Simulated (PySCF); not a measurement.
Atomic charges against the basis set

Species: 4-bromo-1-butene, C4H7Br.
Cartesian coordinates in Å at the PBE0-D3(BJ)/def2-SVP level; atoms count from 1:
```xyz
12
C4H7Br angstrom
C      2.2927   -0.0728   -0.2376
C      1.2579    0.0853    0.5883
C     -0.1283   -0.4246    0.3359
C     -1.1165    0.7229    0.2198
Br    -2.9372    0.0914   -0.0432
H      2.1882   -0.6148   -1.1833
H      3.2824    0.3245    0.0022
H      1.4064    0.6368    1.5259
H     -0.4447   -1.0832    1.1628
H     -0.1535   -1.0293   -0.5838
H     -0.8866    1.3682   -0.6379
H     -1.1377    1.3406    1.1277
```

PBE0 throughout (PySCF), one geometry, spherical d and f functions. Isolated species at its PBE0-D3(BJ)/def2-SVP geometry (one conformer only). The calculation is non-relativistic, for bromine too. The first 7 of 10 kinds of atom are listed.

Mulliken charges (e):

```tsv
basis	functions	C1	C2	C3	C4	Br5	H6	H7
STO-3G	45	-0.170	-0.079	-0.150	-0.182	-0.046	+0.080	+0.084
6-31G	77	-0.350	-0.089	-0.365	-0.583	+0.049	+0.161	+0.164
6-31G*	102	-0.387	-0.091	-0.382	-0.409	-0.092	+0.172	+0.177
cc-pVDZ	118	-0.022	-0.136	+0.005	-0.153	-0.110	+0.041	+0.048
def2-SVP	123	-0.072	-0.129	+0.013	-0.128	-0.137	+0.049	+0.056
def2-TZVP	214	-0.278	-0.147	-0.161	-0.189	-0.143	+0.127	+0.132
```

IAO charges (e):

```json
{"basis": "STO-3G", "functions": "45", "C1": "-0.265", "C2": "-0.138", "C3": "-0.267", "C4": "-0.337", "Br5": "+0.035", "H6": "+0.131", "H7": "+0.137"}
{"basis": "6-31G", "functions": "77", "C1": "-0.313", "C2": "-0.135", "C3": "-0.269", "C4": "-0.307", "Br5": "-0.076", "H6": "+0.148", "H7": "+0.156"}
{"basis": "6-31G*", "functions": "102", "C1": "-0.301", "C2": "-0.131", "C3": "-0.257", "C4": "-0.276", "Br5": "-0.086", "H6": "+0.142", "H7": "+0.150"}
{"basis": "cc-pVDZ", "functions": "118", "C1": "-0.307", "C2": "-0.131", "C3": "-0.258", "C4": "-0.275", "Br5": "-0.080", "H6": "+0.143", "H7": "+0.151"}
{"basis": "def2-SVP", "functions": "123", "C1": "-0.299", "C2": "-0.127", "C3": "-0.253", "C4": "-0.272", "Br5": "-0.076", "H6": "+0.139", "H7": "+0.147"}
{"basis": "def2-TZVP", "functions": "214", "C1": "-0.320", "C2": "-0.134", "C3": "-0.264", "C4": "-0.283", "Br5": "-0.081", "H6": "+0.148", "H7": "+0.156"}
```

Hirshfeld charges (e):

```json
{"basis": "STO-3G", "functions": "45", "C1": "-0.065", "C2": "-0.028", "C3": "-0.003", "C4": "+0.037", "Br5": "-0.111", "H6": "+0.026", "H7": "+0.029"}
{"basis": "6-31G", "functions": "77", "C1": "-0.100", "C2": "-0.036", "C3": "-0.053", "C4": "-0.026", "Br5": "-0.100", "H6": "+0.045", "H7": "+0.049"}
{"basis": "6-31G*", "functions": "102", "C1": "-0.099", "C2": "-0.038", "C3": "-0.054", "C4": "-0.020", "Br5": "-0.113", "H6": "+0.046", "H7": "+0.049"}
{"basis": "cc-pVDZ", "functions": "118", "C1": "-0.098", "C2": "-0.034", "C3": "-0.066", "C4": "-0.036", "Br5": "-0.076", "H6": "+0.045", "H7": "+0.048"}
{"basis": "def2-SVP", "functions": "123", "C1": "-0.099", "C2": "-0.034", "C3": "-0.069", "C4": "-0.038", "Br5": "-0.073", "H6": "+0.045", "H7": "+0.048"}
{"basis": "def2-TZVP", "functions": "214", "C1": "-0.102", "C2": "-0.040", "C3": "-0.079", "C4": "-0.052", "Br5": "-0.065", "H6": "+0.048", "H7": "+0.050"}
```

ESP-fitted charges (e):

| basis | functions | C1 | C2 | C3 | C4 | Br5 | H6 | H7 |
| --- | --- | --- | --- | --- | --- | --- | --- | --- |
| STO-3G | 45 | -0.313 | -0.087 | 0.000 | -0.086 | -0.149 | +0.131 | +0.125 |
| 6-31G | 77 | -0.490 | -0.147 | +0.157 | -0.302 | -0.172 | +0.206 | +0.202 |
| 6-31G* | 102 | -0.502 | -0.145 | +0.230 | -0.396 | -0.148 | +0.209 | +0.205 |
| cc-pVDZ | 118 | -0.477 | -0.151 | +0.245 | -0.388 | -0.132 | +0.199 | +0.195 |
| def2-SVP | 123 | -0.474 | -0.154 | +0.257 | -0.383 | -0.129 | +0.197 | +0.193 |
| def2-TZVP | 214 | -0.546 | -0.156 | +0.257 | -0.378 | -0.145 | +0.225 | +0.219 |

Problem. Which scheme is steadiest as the basis changes?

Solution. Largest range over the bases for any column: Hirshfeld 0.09 e, IAO 0.12 e, ESP-fitted 0.31 e, Mulliken 0.46 e. Hirshfeld charges move least and Mulliken charges most, counted in e. Without the minimal STO-3G basis the ranges are Hirshfeld 0.05, IAO 0.04, ESP-fitted 0.10, Mulliken 0.46 e.

Problem. How much do the charges still move between the two largest bases, def2-SVP and def2-TZVP?

Solution. At most, over all atoms: Mulliken 0.206 e, IAO 0.021 e, Hirshfeld 0.014 e, ESP-fitted 0.072 e.

Problem. What do the same runs give for the total energy, the frontier levels and the dipole moment?

Solution. 
```tsv
basis	energy (Eh)	HOMO (eV)	LUMO (eV)	μ (D)
STO-3G	-2700.3394	-4.97	3.21	1.54
6-31G	-2729.8682	-7.55	-0.15	2.26
6-31G*	-2729.9688	-7.51	-0.17	2.17
cc-pVDZ	-2730.2606	-7.58	-0.24	1.92
def2-SVP	-2729.8555	-7.62	-0.25	1.86
def2-TZVP	-2730.3360	-7.71	-0.47	1.98
```

The dipole is fixed by the density alone, so its range of 0.72 D shows that the density itself changes with the basis, not only its division among atoms.
